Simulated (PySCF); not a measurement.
SiHF3, SMILES F[SiH](F)F. The structure is a stationary point at B3LYP-D3(BJ)/def2-SVP.

These are B3LYP-D3(BJ)/def2-SVP run with PySCF values and carry that method's errors.

Harmonic wavenumbers (cm⁻¹): 292, 292, 406, 835, 835, 842, 1004, 1004, 2375. Rotational constants (GHz): 6.883, 6.883, 3.956; symmetry number 3.

Q: Work out the zero-point energy and the ideal-gas rigid-rotor harmonic-oscillator thermochemistry at 298.15 K and 1 atm.

A: ZPE = ½ Σ hcν = ½ × 7885 cm⁻¹ = 11.27 kcal/mol. H − E(el) = 14.55 kcal/mol. Entropy in cal/(mol K): translation 39.27, rotation 22.77, vibration 4.59, total 66.63. G − E(el) = -5.32 kcal/mol. Cp = 15.31 cal/(mol K).
